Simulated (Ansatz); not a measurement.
## Worked example: C2H7BO + B(CH3)2(SH) → C2H7BS + B(CH3)2(OH)

Species: C2H7BO `CCBO`, singlet; B(CH3)2(SH), singlet; C2H7BS `CCBS`, singlet; B(CH3)2(OH), singlet. The partners trade OH for SH; both sit on B, so the bond types are kept.

Shapes, held fixed at every level: PBE0-D4/def2-TZVP. Flexible molecules stand in one conformer, not always the lowest. Programs: Ansatz 0.2.0. The zero-point and thermal change to 298 K, harmonic and unscaled (PBE0-D4/def2-TZVP), is -0.2 kJ/mol.

At CCSD(T)/CBS estimate; 1 Eh = 2625.50 kJ/mol:

| species | energy (Eh) |
| --- | --- |
| C2H7BO | -180.340350 |
| B(CH3)2(SH) | -502.939183 |
| C2H7BS | -502.917836 |
| B(CH3)2(OH) | -180.363489 |

Q: Work out ΔH(298 K) of the reaction at this level.

A: 
1. Products less reactants: (-502.917836) + (-180.363489) − [(-180.340350) + (-502.939183)] = -0.001792 Eh = -4.7 kJ/mol.
2. With the thermal change: -4.7 + (-0.2) = -4.9 kJ/mol.

Other levels give -5.6 (r2SCAN0-D4/def2-TZVPP) to -4.3 kJ/mol (MP2/def2-TZVPP). No measured value is set beside it here. The CBS estimate extrapolates MP2 from def2-TZVPP and def2-QZVPP and adds CCSD(T) − MP2 in the triple-zeta set, cores frozen.
